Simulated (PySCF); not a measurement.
C3H5ClSi, SMILES C#C[Si@@H](C)Cl. Geometry optimised at B3LYP-D3(BJ)/def2-SVP. The structure was generated by enumeration; whether it is a known compound was not checked.

These are B3LYP-D3(BJ)/def2-SVP (PySCF) values and carry that method's errors.

Harmonic wavenumbers (cm⁻¹): 115, 150, 170, 196, 337, 340, 516, 627, 687, 743, 751, 753, 762, 863, 901, 1273, 1427, 1430, 2152, 2253, 3034, 3129, 3138, 3455. Rotational constants (GHz): 3.960, 2.180, 1.543; symmetry number 1.

**Question.** Work out the zero-point energy and the ideal-gas rigid-rotor harmonic-oscillator thermochemistry at 298.15 K and 1 atm.

**Answer.** ZPE = ½ Σ hcν = ½ × 29203 cm⁻¹ = 174.67 kJ/mol. H − E(el) = 195.79 kJ/mol. Entropy in J/(mol K): translation 166.74, rotation 115.40, vibration 65.33, total 347.47. G − E(el) = 92.19 kJ/mol. Cp = 109.21 J/(mol K). Modes under 150 cm⁻¹ make the vibrational entropy uncertain.
